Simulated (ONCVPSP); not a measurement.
Before and after: ONCV potential for cerium

Ce (Z = 58), optimised norm-conserving Vanderbilt (ONCV), made with ONCVPSP 4.0.1 (LDA (Perdew-Wang 92), scalar-relativistic). Core [Kr] 4d10, reference 4f1 5s2 5p6 5d1 6s2. Waves: 5s+6s: rc 2.75 bohr, ncon 4, nbas 7, qcut 4.5 1/bohr, 2 projectors; 5p: rc 2.65 bohr, ncon 4, nbas 9, qcut 6 1/bohr, 1 projector; 5d: rc 2.90 bohr, ncon 4, nbas 7, qcut 2.9 1/bohr, 2 projectors, debl 2.4 Ha; 4f: rc 0.95 bohr, ncon 4, nbas 9, qcut 21 1/bohr, 3 projectors, debl 2 Ha. Local part: polynomial inside 0.90 bohr (lpopt 1, dvloc0 1 Ha). Core correction: Teter function, fcfact 4.5, rcfact 1.05.

All-electron outer shells of the reference configuration (LDA (PZ), scalar-relativistic, ld1.x):

```json
{"shell": "4d", "level (eV)": "-110.44", "outermost node (bohr)": "0.31", "outermost maximum (bohr)": "0.66"}
{"shell": "5s", "level (eV)": "-40.72", "outermost node (bohr)": "0.75", "outermost maximum (bohr)": "1.37"}
{"shell": "5p", "level (eV)": "-23.30", "outermost node (bohr)": "0.81", "outermost maximum (bohr)": "1.53"}
{"shell": "4f", "level (eV)": "-5.61", "outermost node (bohr)": "–", "outermost maximum (bohr)": "0.71"}
{"shell": "6s", "level (eV)": "-3.89", "outermost node (bohr)": "1.81", "outermost maximum (bohr)": "3.68"}
{"shell": "5d", "level (eV)": "-3.18", "outermost node (bohr)": "0.92", "outermost maximum (bohr)": "2.18"}
```

Change: f: nproj 0; local potential the f channel.

Cutoffs: the cutoffs (Ha) at which the residual kinetic energy of the hardest occupied pseudo-wave falls to 1 and 0.1 mHa per electron; they do not see the model core or the augmentation charge, which bear on the density cutoff. Errors are all-electron minus pseudo energies relative to the spin-unpolarised reference configuration.

**Question.** How do hardness, ghosts and transferability respond?

**Answer.** The potential gets neither clearly harder nor softer (152 Ha and 172 Ha → 152 Ha and 172 Ha); both files keep a bound ghost (d, p, s); of the 3 tests that both files solve, the error grows in 1 and shrinks in 1 by more than 15 % and 0.3 meV (median size 9.3 → 7.6 meV).

```csv
quantity,base,changed
"cutoff, loose",152 Ha,152 Ha
"cutoff, tight",172 Ha,172 Ha
bound ghosts,"s, p, d","s, p, d"
GHOST(+) flags under 300 eV,none,d at 140.9 eV
"tests counted as reliable (solved cleanly; for ONCVPSP, near-neutral configurations with less than one 5d electron left out)",3 of 4,3 of 4
"error for 4f1 5s2 5p6 5d1 6s1, meV [ΔE 6.27 eV]",-2.0,-1.8
"error for 4f1 5s2 5p6 5d1 6s0, meV [ΔE 17.61 eV]",-9.3,-7.6
"error for 4f1 5s2 5p6 5d0 6s0, meV [ΔE 36.94 eV]",+11,+17
s: phases at 2.79 bohr within 0.05 rad from the reference energy up to (Ha; the scan ends near 5),2.7,3.4
p: phases at 2.69 bohr within 0.05 rad from the reference energy up to (Ha; the scan ends near 5),0.6,0.0
d: phases at 2.95 bohr within 0.05 rad from the reference energy up to (Ha; the scan ends near 5),4.5,4.4
f: phases at 0.96 bohr within 0.05 rad from the reference energy up to (Ha; the scan ends near 5),to the end of the scan,to the end of the scan
"rms error of d²Exc/dni dnj with the model core, mHa",7.57,7.57
```

Base: Tests not counted: 4f2 5s2 5p6 5d0 6s2 (no result). Changed file: Tests not counted: 4f2 5s2 5p6 5d0 6s2 (all-electron energy unsafe for a near-neutral lanthanide with less than one 5d electron, printed error -208 meV). A true bound ghost makes a file unfit for plane-wave use even where its test errors are small: the radial tests pick states by their node count and pass the ghost by.
